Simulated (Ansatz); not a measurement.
Geometry optimisation, Ansatz 0.2.0, RHF/def2-SVP.

Input:

```yaml
crystal:
  periodic: [false, false, false]
  atoms:
    - { symbol: Ge, position_ang: [-0.968488, 0.002545, 0.136956] }
    - { symbol: H, position_ang: [1.370001, 0.126247, 1.580686] }
    - { symbol: C, position_ang: [2.129482, 0.015604, 0.792721] }
    - { symbol: H, position_ang: [2.147926, -1.015107, 0.445172] }
    - { symbol: H, position_ang: [1.921887, 0.680723, -0.044807] }
    - { symbol: H, position_ang: [3.095644, 0.281121, 1.219038] }
    - { symbol: H, position_ang: [-0.56344, 1.130364, -0.906801] }
    - { symbol: F, position_ang: [-0.404111, -1.327596, -0.842365] }
basis:
  gaussian: { orbitals: def2-SVP }
hamiltonian:
  xc: hf
relax:
  f_tol: 0.03
  max_steps: 50
```

Launched with:

```bash
$ ansatz run input.yaml --threads 1 --pin off --max-ram 2048MiB --backend cpu --events-out ev --progress --plain --runs-dir out
```

Question: Where does it end, and by what steps?

Answer: It converged. The force dipped under the threshold on the way, but the program's further checks kept it going. After 14 steps the energy has fallen by 0.066 eV; H5 moved furthest, 0.72 Å.

```csv
step,energy less start (eV),largest force component (eV/Å),accepted
0,0.0000,0.223,yes
1,-0.0359,0.241,yes
2,-0.0383,0.458,yes
3,-0.0511,0.065,yes
4,-0.0540,0.077,yes
5,-0.0554,0.210,yes
6,-0.0576,0.152,yes
7,-0.0602,0.125,yes
8,-0.0611,0.230,yes
9,-0.0641,0.075,yes
10,-0.0641,0.075,no
11,-0.0647,0.024,yes
12,-0.0654,0.031,yes
13,-0.0656,0.061,yes
14,-0.0658,0.022,yes
```

```xyz
8
Properties=species:S:1:pos:R:3
Ge -1.444 -0.124 -0.127
H 1.747 0.283 1.806
C 2.330 0.109 0.900
H 1.848 -0.652 0.285
H 2.414 1.038 0.336
H 3.325 -0.235 1.180
H -0.903 0.947 -1.166
F -0.588 -1.472 -0.834
```

Whether the end is a true minimum wasn't checked by a vibrational analysis.

Run time: 24 s on 1 thread of Arm Neoverse V2 (shared host), peak memory 0.16 GiB.
